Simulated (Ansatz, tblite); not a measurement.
Cost and result up the ladder for the cluster PbI₂ (3 atoms). The state is a singlet with charge 0. Geometry: PBE0-D4/def2-SVP.

```xyz
3

Pb    0.2166    0.1010   -1.1737
I    -1.8855   -1.2408    0.1564
I     1.6690    1.1397    1.0173
```

Ansatz on 4 threads of Arm Neoverse V1 on a shared host; xTB runs through tblite on one thread. Times are rough, summed over both states, and most runs start from the orbitals of an earlier one. PBE-QIDH/def2-TZVP serves as the yardstick here, not as an exact answer. The other state is a triplet at its own geometry.

In the def2 sets I, Pb take a core potential; there is no spin–orbit coupling. The xTB rows come from tblite. LC-ωPBE has ω = 0.4 bohr⁻¹. Correlated methods freeze 12 core orbitals; core or outer-core shells of Pb, I are correlated, in sets that lack core-valence functions. The structure comes from a short search, and lower isomers may exist.

xTB has no spin-polarisation term.

| level | functions | triplet − singlet (eV) | difference from PBE-QIDH/def2-TZVP (eV) |
| --- | --- | --- | --- |
| PBE-QIDH/def2-TZVP | 150 | 2.57 | 0.00 |
| GFN1-xTB | 22 | 3.33 | 0.77 |
| PBE0-D4/def2-TZVP (with forces) | 150 | 2.44 | -0.12 |
| LC-ωPBE/def2-TZVP | 150 | 2.43 | -0.14 |
| MP2/def2-TZVP | 150 | 2.78 | 0.21 |
| RPA@PBE/def2-TZVP | 150 | 2.36 | -0.21 |
| PBE-D4/def2-TZVP | 150 | 2.41 | -0.15 |
| r2SCAN-D4/def2-TZVP | 150 | 2.38 | -0.19 |
| GFN2-xTB | 22 | 3.43 | 0.86 |
| r2SCAN0-D4/def2-TZVP | 150 | 2.38 | -0.19 |
| ωB97M-V/def2-TZVP | 150 | 2.48 | -0.08 |
| B97M-V/def2-TZVP | 150 | 2.47 | -0.09 |

Problem. Estimate how long each takes.

Solution. GFN1-xTB 0.004 s; GFN2-xTB 0.005 s; PBE-D4/def2-TZVP 3.9 s; MP2/def2-TZVP 6.3 s; PBE0-D4/def2-TZVP (with forces) 7.5 s; LC-ωPBE/def2-TZVP 8.3 s; r2SCAN-D4/def2-TZVP 9.7 s; RPA@PBE/def2-TZVP 11 s; r2SCAN0-D4/def2-TZVP 12 s; PBE-QIDH/def2-TZVP 13 s; B97M-V/def2-TZVP 17 s; ωB97M-V/def2-TZVP 28 s. On shared hardware such times vary by a factor of up to 3.
